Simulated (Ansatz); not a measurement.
```xyz
8

H    -0.9453   -0.9257   -0.9371
Li   -0.9085   -0.9435    0.9095
Li   -0.9337    0.9523   -0.9051
H    -0.9516    0.9476    0.9061
Li    0.9463   -0.9562   -0.9082
H     0.9288   -0.9453    0.9472
H     0.9539    0.9275   -0.9447
Li    0.9101    0.9433    0.9324
```

Basis set: cc-pVDZ (spherical functions). All electrons are correlated. Charge 0, multiplicity 1.

Computed with Ansatz (development build ahead of 0.2.0); each method stands on the lowest determinant of its kind that the runs found. Restricted open shells among the atoms or ions are ROHF, correlated in semicanonical orbitals with singles.

The atomization energy at this shape (free ground-state atoms in the same class of orbitals less the molecule, no zero-point energy) of singlet Li₄H₄:

```csv
method,atomization energy
RHF,11.38 eV
```

Problem. What does RHF-MP2 give?

Solution. 14.33 eV.
